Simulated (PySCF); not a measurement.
Predicted microwave data (PySCF 2.14.0, PBE0-D3(BJ)/def2-SVP geometry optimisation, gas phase) for one isomer of C2H8N2OSi:

* Rotational constants: A = 4786, B = 1835, C = 1502 MHz
* Dipole components: |μa| = 3.77 D, |μb| = 2.15 D, |μc| = 1.47 D
* Inertial defect: -44.46 u·Å²
* κ: -0.80

Problem. Which candidate fits, each taken in the one conformer that was computed?
A. `[CH3:1][NH:2][SiH2:3][C:4]([NH2:5])=[O:6]` with C1–N2–Si3–C4 -74°, N2–Si3–C4–N5 -15°, Si3–C4–N5–H -177° and -2°
B. `[CH3:1][C:2](=[O:3])[SiH:4]([NH2:5])[NH2:6]` with C1–C2–Si4–N5 -171°, C2–Si4–N5–H -13° and -166°, C2–Si4–N6–H -78° and 131°

Solution. A. It is CN[SiH2]C(N)=O, an asymmetric top, point group C1. The candidates at the same level (rigid rotor, commonest isotopes):

```
         SMILES  A (MHz)  B (MHz)  C (MHz)  μa (D)  μb (D)  μc (D)  Δ (u·Å²)  point group           rotor
 CN[SiH2]C(N)=O     4786     1835     1502    3.77    2.15    1.47    -44.46           C1  asymmetric top
CC(=O)[SiH](N)N     3791     2311     1579    2.14    1.64    0.11    -32.03           C1  asymmetric top
```

`CC(=O)[SiH](N)N` has B 26 % too high. No structure here is proved a minimum.
